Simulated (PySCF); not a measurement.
Sn(OMe)2 (C₂H₆O₂Sn), SMILES C[O][Sn][O]C (connectivity only; charge and spin as stated), neutral, multiplicity 1.

The structure is a stationary point at PBE0-D3(BJ)/def2-SVP. The structure was generated by enumeration; whether it is a known compound was not checked. The def2 effective core potentials stand for the cores of Sn; spin–orbit coupling is left out. Other conformers were not sampled.

Computed with B3LYP/def2-TZVP run with PySCF.

```yaml
total_energy: -444.77652 hartree
point_group: C2
highest_occupied_level: -7.16 eV
lowest_empty_level: -2.23 eV
orbital_gap: 4.92 eV
dipole_moment: 0.030 e·Å
quadrupole, principal values (traceless, Buckingham form, about the centre of nuclear charge): -8.51, 3.22, 5.29 D·Å
mean_static_polarisability: 73.3 bohr³ (10.86 Å³)
polarisability_principal_values: 56.4, 79.0, 84.4 bohr³
```
